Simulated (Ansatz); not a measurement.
Consider the formal exchange of groups at the Si–N bond: `[SiH3][N]1[CH2][AlH]1` + `C[SiH](F)[SiH3]` → `C[Si](F)([SiH3])[SiH3]` + `[CH2]1[NH][AlH]1`.

Gas-phase electronic energies from Ansatz, PBE0-D4/def2-TZVP geometries. CBS: MP2 limit from def2 TZ/QZ plus the TZ coupled-cluster correction, frozen cores. DFT in def2-TZVPP. B3LYP here is the variant with VWN-RPA as its local correlation; programs differ in this.

| level | ΔE (kJ/mol) | difference from CCSD(T)/CBS |
| --- | --- | --- |
| ωB97X-V | 70.4 | -3.0 |
| B2PLYP | 78.0 | 4.6 |
| PBE | 51.7 | -21.7 |
| r2SCAN | 67.0 | -6.4 |
| B3LYP | 72.7 | -0.7 |
| MP2/def2-TZVPP | 84.1 | 10.7 |
| MP2/def2-QZVPP | 83.6 | 10.2 |
| SCS-MP2/def2-QZVPP | 86.2 | 12.8 |
| HF/CBS(def2) | 97.6 | 24.2 |
| MP2/CBS(def2) | 82.4 | 9.0 |
| CCSD(T)/CBS | 73.4 | 0 |

Largest T1 diagnostic among the species: 0.015.

In def2-TZVPP, CCSD(T) changes the Hartree–Fock value by −20.8 kJ/mol (the triples alone add −2.6 kJ/mol) and MP2 by −11.8 kJ/mol. From PBE to PBE0 (25 % exact exchange), in def2-TZVPP and without D4, ΔE moves by +7.7 kJ/mol.
